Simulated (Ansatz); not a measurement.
The first iterations of a band of C2H7NOSi (12 atoms, charge 0, multiplicity 1).

Level of theory: RKS PBE0-D4/def2-SVP (Ansatz 0.2.0).

- movable images: 7
- climbing image: yes
- spring: 5.0 eV/Å²
- optimiser: quadratic models (default)
- start path: through a guess of the saddle point
- force threshold: 0.03 eV/Å
- iteration limit: 60
- end points: relaxed

Initial state:

```xyz
12
Properties=species:S:1:pos:R:3
N -1.626 1.322 -0.420
Si -0.815 -0.161 -0.174
C 0.655 -0.249 1.003
C 1.418 -0.697 -0.261
O 0.405 -0.587 -1.273
H -1.140 2.194 -0.588
H -2.590 1.355 -0.725
H -1.902 -1.174 -0.050
H 0.991 0.715 1.414
H 0.619 -0.986 1.817
H 1.785 -1.735 -0.195
H 2.277 -0.051 -0.514
```

Final state:

```xyz
12
Properties=species:S:1:pos:R:3
N -1.807 1.446 0.061
Si -1.409 -0.166 0.511
C 0.501 0.066 0.785
C 1.100 -0.968 -0.144
O 0.342 -0.865 -1.342
H -1.149 2.207 -0.086
H -2.755 1.713 -0.180
H 0.445 -1.666 -1.867
H 0.841 1.080 0.510
H 0.796 -0.115 1.833
H 0.995 -1.978 0.299
H 2.177 -0.808 -0.345
```

| iteration | highest image above the first end (eV) | largest band force component (eV/Å) |
| --- | --- | --- |
| 1 | 5.504 | 11.008 |
| 2 | 3.756 | 4.037 |
| 3 | 3.033 | 1.910 |

Problem. Does the band converge within its limit, and where does its top end?

Solution. It converged. It ended after 11 iterations with the highest image 2.964 eV above the first end. Neighbouring images differ by up to 1.7 eV, so the band resolves the path poorly. A vibrational analysis at the climbing image gives one clearly imaginary mode, 1442i cm⁻¹: a first-order saddle point. The orbitals stay closed-shell, which can raise the energy where a bond breaks towards radicals; this wasn't checked here.

The run took 3.5 min on 2 threads of AMD EPYC 7R32 (Zen 2), with other jobs on the host, peak memory 0.28 GiB.
